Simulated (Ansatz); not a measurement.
System: MnF (charge 0, septet). The spin state was set by rule; other spins were not relaxed. SMILES: [F][Mn]
Geometry: optimised at B3LYP-D3(BJ)/def2-TZVP (Ansatz, a first-principles code).

Quantity: atomisation energy (electronic, to ground-state atoms), in kcal/mol. Valence correlation only, unless marked. Open shells are spin-unrestricted. No spin-orbit coupling. Frozen are the shells of the preceding noble gas and the d and f shells that filled before the atom's block. No relativistic terms. The coupled-cluster limit lacks core correlation, which all-electron functionals hold. Basis-set limits of correlation are two-point, X^-3; Hartree-Fock from the larger set.

```tsv
level	program	atomisation energy (kcal/mol)
BLYP-D4/def2-TZVPD	Ansatz + dftd4	___
CAM-B3LYP-D3(BJ)/def2-TZVPD	Ansatz + dftd3	108.5
wB97M-V/def2-TZVPD	Ansatz	103.4
SCS-MP2/def2-SVP	Ansatz	97.1
CCSD/def2-SVPD	Ansatz	___
CCSD/def2-TZVPP	Ansatz	___
CCSD/def2-QZVPPD	Ansatz	104.8
CCSD(T)/CBS(def2-TZVPPD,def2-QZVPPD)	Ansatz	___
```

Question: Some entries are withheld; supply them.

Answer: 
- BLYP-D4/def2-TZVPD, atomisation energy (kcal/mol): 112.8
- CCSD/def2-SVPD, atomisation energy (kcal/mol): 105.9
- CCSD/def2-TZVPP, atomisation energy (kcal/mol): 101.1
- CCSD(T)/CBS(def2-TZVPPD,def2-QZVPPD), atomisation energy (kcal/mol): 108.3
